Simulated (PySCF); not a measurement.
Geometry:
```tsv
atom	x (Å)	y (Å)	z (Å)
Ga1	-0.012	0.004	-0.848
C2	0.013	0.012	1.351
O3	0.037	-0.016	2.475
H4	1.555	0.006	-1.002
H5	-0.802	1.355	-1.014
H6	-0.790	-1.361	-0.963
```

Geometry: PBE0-D3(BJ)/def2-SVP; GIAO absolute shieldings from PySCF 2.14.0 with density-fitted response routines, gas phase, non-relativistic, averaged over equivalent atoms.

At PBE0/pcSseg-1 (pcSseg-2 on Ga) (112 basis functions, 10 s wall time on 1 thread of an x86-64 server CPU, shared host):
```tsv
atoms	σ (ppm)
Ga1	1629.2
C2	-12.9
O3	-89.3
H4/H5/H6	27.22
```

**Question.** Estimate the result of repeating the calculation with B3LYP/pcSseg-1 (pcSseg-2 on Ga).

**Answer.** 
```
   atoms  σ at B3LYP/pcSseg-1 (pcSseg-2 on Ga)  change
     Ga1                                1608.0   -21.2
      C2                                 -16.5    -3.6
      O3                                 -91.1    -1.8
H4/H5/H6                                 27.36   +0.14
```

The largest change is at Ga1 (Ga bonded to C, 3 H). Cost: 112 basis functions, 6.2 s wall time on 1 thread of an x86-64 server CPU, shared host.

Relativistic effects, spin–orbit coupling among them, are left out; they matter for Ga and for the light atoms bonded to it.
